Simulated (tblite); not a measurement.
A tight-binding relaxation on `F[Si]([SiH3])([GeH3])[GeH3]`.

Computed with GFN2-xTB geometry optimisation, gas phase (tblite 0.8.0). Start geometry: from a force field or distance geometry. The command runs a driver script over a list of jobs; the input below is this job's line of settings and its coordinates in Å.

Command:
```bash
OMP_NUM_THREADS=1 python probes_run.py task.json out
```

Input:
```
{"job": {"kind": "relax", "xc": "GFN2-xTB", "basis": "xTB"}, "charge": 0, "multiplicity": 1}
F     -0.150300     0.113400    -1.929300
Si    -0.033000     0.061800    -0.248900
Si    -1.440100    -1.522200     0.449200
Ge    -0.635100     2.114900     0.572200
Ge     2.114600    -0.570000     0.295200
H     -2.474200    -1.016700     1.353600
H     -2.154200    -2.049700    -0.740600
H     -0.758700    -2.614100     1.119900
H     -2.119200     2.350000     0.189000
H     -0.539400     2.196900     2.134800
H      0.221600     3.210400    -0.110900
H      2.205000    -2.109700     0.530700
H      3.075200    -0.277300    -0.895200
H      2.687000     0.111700     1.538300
```

Output:
```
step      E/eV     max force
  0    -453.31932    1.676
  1    -453.43859    0.797
  2    -453.52477    0.810
  3    -453.55918    0.742
  4    -453.61864    0.511
  5    -453.64078    0.416
  6    -453.67642    0.456
  7    -453.69078    0.334
  8    -453.70652    0.381
  9    -453.71681    0.336
... (28 lines left out)
 38    -453.75751    0.043
 39    -453.75764    0.033
 40    -453.75774    0.021
 41    -453.75778    0.015
 42    -453.75781    0.014
 43    -453.75784    0.018
 44    -453.75789    0.023
 45    -453.75793    0.018
 46    -453.75796    0.013
 47    -453.75797    0.009
```

«max force» is the largest atomic force in eV/Å.

**Question.** From which step on does the largest force stay under 0.1 eV/Å, and how much energy is left to gain from there?

**Answer.** From step 31 (0.067 eV/Å), 1.8 meV above the end.

Main results: energy lowered by 10.1 kcal/mol over 47 steps; largest atomic force 0.009 eV/Å at the end.

On an Arm Neoverse N1 with one thread, shared host, this took 0.61 s of wall time.
Labels such as C1 count atoms from 1, the log's own numbers from 0.
